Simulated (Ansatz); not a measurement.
Calculated with Ansatz (gas phase, PBE0-D4/def2-TZVP geometries, no zero-point term in ΔE). CCSD(T)/CBS is the MP2 limit (def2-TZVPP, def2-QZVPP) plus CCSD(T) − MP2 in def2-TZVPP, frozen cores. This one scheme is used for every species. Elements past krypton have def2 core potentials. For In outer-core shells are correlated without core-valence functions, which leaves a few kJ/mol of doubt a bond. Each species was taken in one conformer, which may not be the lowest.

`FBC[SiH3]` + `[CH3][InH][Cl]` → `[CH3][In]([SiH3])[Cl]` + `CBF`  (formal exchange of groups at the Si–C bond)

`FBC[SiH3]`:

```xyz
10

F     1.607    0.147    1.851
B     1.162   -0.588    0.838
C    -0.332   -0.542    0.454
Si   -0.633    0.735   -0.903
H     1.984   -1.231    0.244
H    -0.666   -1.496    0.035
H    -0.972   -0.264    1.297
H     0.179    0.414   -2.106
H    -0.262    2.093   -0.428
H    -2.070    0.732   -1.281
```

`[CH3][InH][Cl]`:

Cartesian coordinates in Å:
```
C 0.805 0.300 -0.635
In -0.702 -0.069 0.827
Cl -2.086 -1.863 0.176
H 1.525 1.044 -0.297
H 1.317 -0.638 -0.853
H 0.324 0.648 -1.550
H -1.183 0.577 2.333
```

`[CH3][In]([SiH3])[Cl]`:

```xyz
10

C     0.639   -2.108    0.074
In    0.563    0.023   -0.120
Si   -1.193    1.884    0.059
Cl    2.703    0.885   -0.641
H    -0.057   -2.574   -0.625
H     0.357   -2.401    1.087
H     1.653   -2.446   -0.135
H    -0.601    3.207   -0.261
H    -1.748    1.919    1.441
H    -2.317    1.612   -0.879
```

`CBF`:

Z-matrix (Å, degrees):
```
C
B 1 1.553
H 1 1.096 2 109.6
H 1 1.091 2 114.0 3 122.5
H 1 1.096 2 109.7 3 -114.9
F 2 1.327 1 120.6 3 -122.2
H 2 1.202 1 123.5 3 57.8
```

```csv
species,CCSD(T)/CBS(def2) energy (Eh)
`FBC[SiH3]`,-455.38583
`[CH3][InH][Cl]`,-690.09240
`[CH3][In]([SiH3])[Cl]`,-980.38624
`CBF`,-165.10297
```

Q: Work out ΔE.

A: ΔE = (-980.38624) + (-165.10297) − (-455.38583) − (-690.09240) = -0.01098 Eh = -28.8 kJ/mol.

Largest T1 diagnostic among the species: 0.012.

At CCSD(T), def2-SVP lies −4.1 kJ/mol from the extrapolated value and def2-TZVPP +2.1 kJ/mol. From BLYP to BHLYP (50 % exact exchange), in def2-TZVPP and without D4, ΔE moves by +8.3 kJ/mol. Leaving LDA and LC-ωPBE aside and taking each functional with its dispersion term where it has one, the values, not all of them listed here, spread over 12.8 kJ/mol, from PBE-D4 to B97M-V. LDA lies +6.9 kJ/mol from PBE without D4.
